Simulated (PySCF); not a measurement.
**Group charges in `C#C[P@@H+](C)CPC`**

C5H11P2 (charge +1).
SMILES with atom numbers: `[CH:1]#[C:2][P@@H+:3]([CH3:4])[CH2:5][PH:6][CH3:7]` (hydrogens: H8 on C1; H9 on P3; H10, H11, H12 on C4; H13, H14 on C5; H15 on P6; H16, H17, H18 on C7)

Structure used (GFN2-xTB), in Å, numbered top down from 1:
```
atom  x, y, z in Å
C1    -3.168    2.056    0.443
C2    -2.352    1.177    0.543
P3    -1.140   -0.071    0.647
C4    -1.711   -1.560   -0.185
C5     0.441    0.509   -0.002
P6     1.712   -0.845    0.442
C7     3.169   -0.082   -0.378
H8    -3.892    2.818    0.366
H9    -0.994   -0.341    1.992
H10   -1.884   -1.339   -1.241
H11   -2.643   -1.902    0.265
H12   -0.951   -2.337   -0.096
H13    0.691    1.491    0.407
H14    0.354    0.592   -1.091
H15    1.946   -0.317    1.720
H16    4.065   -0.596   -0.032
H17    3.096   -0.225   -1.455
H18    3.252    0.979   -0.151
```

Atomic charges (e) from the PBE0/pcSseg-1 density (PySCF):

```json
{"atom": "C1", "Mulliken": "-0.1687", "IAO": "-0.0469", "Hirshfeld": "+0.0322", "ESP-fitted": "-0.1671"}
{"atom": "C2", "Mulliken": "-0.0726", "IAO": "-0.3447", "Hirshfeld": "-0.0970", "ESP-fitted": "-0.1915"}
{"atom": "P3", "Mulliken": "+0.6754", "IAO": "+1.1298", "Hirshfeld": "+0.4850", "ESP-fitted": "+0.5310"}
{"atom": "C4", "Mulliken": "-0.4564", "IAO": "-0.6381", "Hirshfeld": "-0.1159", "ESP-fitted": "-0.2786"}
{"atom": "C5", "Mulliken": "-0.6663", "IAO": "-0.6514", "Hirshfeld": "-0.1301", "ESP-fitted": "-0.3829"}
{"atom": "P6", "Mulliken": "+0.2205", "IAO": "+0.3539", "Hirshfeld": "+0.1721", "ESP-fitted": "-0.0980"}
{"atom": "C7", "Mulliken": "-0.5083", "IAO": "-0.5993", "Hirshfeld": "-0.1411", "ESP-fitted": "-0.1622"}
{"atom": "H8", "Mulliken": "+0.1058", "IAO": "+0.2455", "Hirshfeld": "+0.1430", "ESP-fitted": "+0.3352"}
{"atom": "H9", "Mulliken": "+0.1669", "IAO": "+0.0324", "Hirshfeld": "+0.0599", "ESP-fitted": "+0.1233"}
{"atom": "H10", "Mulliken": "+0.2041", "IAO": "+0.2017", "Hirshfeld": "+0.0863", "ESP-fitted": "+0.1783"}
{"atom": "H11", "Mulliken": "+0.2098", "IAO": "+0.2073", "Hirshfeld": "+0.0897", "ESP-fitted": "+0.1692"}
{"atom": "H12", "Mulliken": "+0.2161", "IAO": "+0.2085", "Hirshfeld": "+0.0760", "ESP-fitted": "+0.0824"}
{"atom": "H13", "Mulliken": "+0.2286", "IAO": "+0.1940", "Hirshfeld": "+0.0745", "ESP-fitted": "+0.2006"}
{"atom": "H14", "Mulliken": "+0.2257", "IAO": "+0.1943", "Hirshfeld": "+0.0749", "ESP-fitted": "+0.2291"}
{"atom": "H15", "Mulliken": "+0.0933", "IAO": "-0.0124", "Hirshfeld": "-0.0003", "ESP-fitted": "+0.1158"}
{"atom": "H16", "Mulliken": "+0.1870", "IAO": "+0.1875", "Hirshfeld": "+0.0705", "ESP-fitted": "+0.1383"}
{"atom": "H17", "Mulliken": "+0.1740", "IAO": "+0.1742", "Hirshfeld": "+0.0612", "ESP-fitted": "+0.1096"}
{"atom": "H18", "Mulliken": "+0.1650", "IAO": "+0.1639", "Hirshfeld": "+0.0591", "ESP-fitted": "+0.0674"}
```

Cut each of the bonds C1–C2, C2–P3, P3–C5, C4–P3, P6–C5 and C7–P6 in turn and sum the charges on the side of the atom named first.

In e; the other side holds the total charge, +1, less this:

```tsv
bond cut	piece	atoms	Mulliken	IAO	Hirshfeld	ESP-fitted
C1–C2	CH	2	-0.063	+0.199	+0.175	+0.168
C2–P3	C2H	3	-0.135	-0.146	+0.078	-0.023
P3–C5	C3H5P	9	+0.880	+0.995	+0.759	+0.782
C4–P3	CH3	4	+0.174	-0.021	+0.136	+0.151
P6–C5	CH4P	6	+0.332	+0.268	+0.221	+0.171
C7–P6	CH3	4	+0.018	-0.074	+0.050	+0.153
```

Extremes among these pieces. Mulliken: lowest C2H at C2, highest C3H5P at P3; IAO: lowest C2H at C2, highest C3H5P at P3; Hirshfeld: lowest CH3 at C7, highest C3H5P at P3; ESP-fitted: lowest C2H at C2, highest C3H5P at P3.

Do the schemes agree better on the pieces than on the single atoms at the cuts?

The spread between schemes averages 0.217 e for the pieces and 0.425 e for the atoms named first; it is smaller for the piece at 5 of the 6 cuts. On average they agree better on the pieces. The sign differs between schemes (beyond ±0.03 e) for CH at C1, C2H at C2 and CH3 at C7.

Isolated species at its GFN2-xTB geometry (one conformer only).
